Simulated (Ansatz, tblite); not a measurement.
Removing and adding an electron: the cluster Cs2H2 (the lowest singlet isomer of a short search). The state is a singlet with charge 0. Geometry: PBE0-D4/def2-TZVP. Ansatz, gas phase; energy differences of separate SCF runs; the oxidised species was run as a doublet alone; the reduced species was run as a doublet alone.

```xyz
4

Cs    1.261    1.460   -0.881
Cs   -1.260   -1.461    0.881
H    -0.923    1.244    0.742
H     0.922   -1.243   -0.742
```

In the def2 sets Cs takes a core potential; there is no spin–orbit coupling. The xTB rows come from tblite. Correlated methods freeze no core orbitals; core or outer-core shells of Cs are correlated, in sets that lack core-valence functions. In CCSD on the charge -1 doublet the largest single amplitude is 0.49, so its Hartree–Fock determinant may place the open shell otherwise than the density functionals do. HOMO above LUMO, or a gap near zero within one spin, warns that the state may not be the lowest or that an electron is smeared out. The structure comes from a short search, and lower isomers may exist.

| level | −HOMO (eV) | vertical IE (eV) | −LUMO (eV) | vertical EA (eV) | HOMO–LUMO gap (eV) | IE − EA (eV) | remarks |
| --- | --- | --- | --- | --- | --- | --- | --- |
| GFN1-xTB | 11.04 | 12.78 | 7.37 | 6.40 | 3.67 | 6.38 | – |
| GFN2-xTB | 7.81 | 10.64 | 5.39 | 3.07 | 2.42 | 7.57 | – |
| PBE0-D4/def2-TZVP | 4.08 | 5.89 | 0.43 | – | 3.65 | – | – |
| CCSD/def2-TZVPD | – | – | – | -0.18 | – | – | HOMO above zero (-1 doublet), large T1 (0.082) (-1 doublet) |
| CCSD/def2-TZVPP | – | 5.92 | – | – | – | – | large T1 (0.046) (+1 doublet) |
| CCSD(T)/def2-TZVPP | – | 5.93 | – | – | – | – | large T1 (0.046) (+1 doublet) |

Question: Estimate the rows for PBE-D4/def2-TZVP, PBE-D4/def2-TZVPD, r2SCAN-D4/def2-TZVP, r2SCAN-D4/def2-TZVPD, PBE0-D4/def2-TZVPD, CCSD(T)/def2-TZVPD.

Answer: 
| level | −HOMO (eV) | vertical IE (eV) | −LUMO (eV) | vertical EA (eV) | HOMO–LUMO gap (eV) | IE − EA (eV) | remarks |
| --- | --- | --- | --- | --- | --- | --- | --- |
| PBE-D4/def2-TZVP | 3.16 | 5.76 | 0.87 | – | 2.29 | – | – |
| PBE-D4/def2-TZVPD | 3.14 | – | 0.87 | 0.52 | 2.28 | – | HOMO above zero (-1 doublet), gap within one spin near zero (-1 doublet) |
| r2SCAN-D4/def2-TZVP | 3.21 | 5.65 | 0.28 | – | 2.94 | – | – |
| r2SCAN-D4/def2-TZVPD | 3.20 | – | 0.25 | 0.12 | 2.94 | – | HOMO above zero (-1 doublet), gap within one spin near zero (-1 doublet) |
| PBE0-D4/def2-TZVPD | 4.07 | – | 0.42 | 0.38 | 3.64 | – | HOMO above zero (-1 doublet) |
| CCSD(T)/def2-TZVPD | – | – | – | -0.16 | – | – | HOMO above zero (-1 doublet), large T1 (0.082) (-1 doublet) |

Run but left out: HF/def2-TZVPP, MP2/def2-TZVPP (charge +1 doublet: a determinant that CCSD turns far, T1 0.046); HF/def2-TZVPD, MP2/def2-TZVPD (charge -1 doublet: a determinant that CCSD turns far, T1 0.082).   A HOMO above zero means that the electron is unbound at that level or that self-interaction error raises the level; the energy of removing that electron tells which. Raw xTB energy differences between charge states are shifted by several eV; the methods need an empirical correction for them. A negative affinity means that the extra electron isn't bound; its size then hangs on the basis.
